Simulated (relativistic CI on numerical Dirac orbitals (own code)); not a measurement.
Zr³⁺: M2,3 absorption edge

Computed with this model: Dirac-Coulomb-Breit CI, separate exchange-only KLI orbitals for each configuration, QED by a radiative potential, valence Slater integrals scaled by 0.8, multiplet model of core-to-valence dipole absorption; configurations [Kr] 4d → [Ne] 3s2 3p5 3d10 4s2 4p6 4d2; 300 K; Lorentzian 2 eV and Gaussian 0.4 eV FWHM. Energies are those of the free ion, without screening or charge transfer. The branching ratio is the share of the lower-energy edge in the whole absorption, uncertain by about 0.02 where the edges overlap. S is read from ⟨S²⟩ = S(S + 1).

Field parameters in Wybourne normalisation: D4h B²₀ = −7Ds, B⁴₀ = 21(Dq − Dt), B⁴₄ = 21√(5/14) Dq. The field is a parameter set, without covalency.

free ion: ground-state S = 0.50, centroid 340.56 eV, branching ratio 0.759. Peaks (eV, height): 337.5 (100), 350.5 (31).

D4h, 10Dq = 18350, Ds = -1500, Dt = 610 cm⁻¹: ground-state S = 0.50, centroid 341.36 eV, branching ratio 0.715. Peaks (eV, height): 337.5 (100), 350.8 (40).

D4h, 10Dq = 18350, Ds = 430, Dt = 610 cm⁻¹: ground-state S = 0.50, centroid 341.23 eV, branching ratio 0.720. Peaks (eV, height): 337.0 (100), 350.8 (39).

The statistical ratio of this edge is 2/3 = 0.667. Values above it arise where the holes sit mainly in the j = l + 1/2 valence subshell or the ground state has high spin; values below it where core-valence Coulomb terms move weight to the upper edge, as in nearly empty shells.

Strongest unbroadened transitions for free ion:

| Energy (eV) | Relative strength |
| --- | --- |
| 336.41 | 2.8 |
| 336.50 | 67.1 |
| 336.70 | 43.6 |
| 337.10 | 2.7 |
| 337.15 | 13.9 |
| 337.28 | 11.4 |
| 337.39 | 7.3 |
| 337.48 | 9.0 |
| 337.64 | 100.0 |
| 337.73 | 39.8 |
| 337.77 | 8.2 |
| 338.01 | 11.5 |
| 340.28 | 3.6 |
| 350.07 | 13.2 |
| 350.33 | 43.1 |
| 351.27 | 21.1 |
| 351.39 | 11.0 |
| 354.10 | 5.5 |
